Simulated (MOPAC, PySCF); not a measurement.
H₂BrGa, SMILES `[Br][GaH2]`, neutral singlet in the gas phase. 

Z-matrix (Å, degrees):
```
Ga
H 1 1.5541
H 1 1.5541 2 129.26
Br 1 2.2990 2 115.35 3 179.98
```
Charge 0, spin multiplicity 1.

All levels are single points at this geometry (TPSSh-D3(BJ)/def2-TZVP); Pople sets use spherical d functions. Orbital energies aren't observables, and empty levels follow the basis.

B3LYP/3-21G in PySCF gives gap (eV) = 5.43.

Problem. Estimate the gap (eV) from each of these levels: PBE-D3(BJ)/def2-TZVP in PySCF; TPSSh-D3(BJ)/def2-TZVP in PySCF; B3LYP/6-311+G** (LANL2DZ on Br, Ga) in PySCF; M06-2X/6-31G* in PySCF; PBE/6-31G* in PySCF; SVWN5/6-31G* in PySCF; HF/3-21G in PySCF; HF/6-31G* in PySCF; HF/STO-3G in PySCF; AM1 in MOPAC; PM3 in MOPAC; PM7 in MOPAC.

Solution. 
```
level                                         gap (eV)
--------------------------------------------  --------
PBE-D3(BJ)/def2-TZVP in PySCF                     4.13
TPSSh-D3(BJ)/def2-TZVP in PySCF                   5.22
B3LYP/6-311+G** (LANL2DZ on Br, Ga) in PySCF      5.65
M06-2X/6-31G* in PySCF                            7.76
PBE/6-31G* in PySCF                               4.05
SVWN5/6-31G* in PySCF                             3.89
HF/3-21G in PySCF                                11.40
HF/6-31G* in PySCF                               11.66
HF/STO-3G in PySCF                               11.80
AM1 in MOPAC                                      8.45
PM3 in MOPAC                                      8.56
PM7 in MOPAC                                      9.99
```
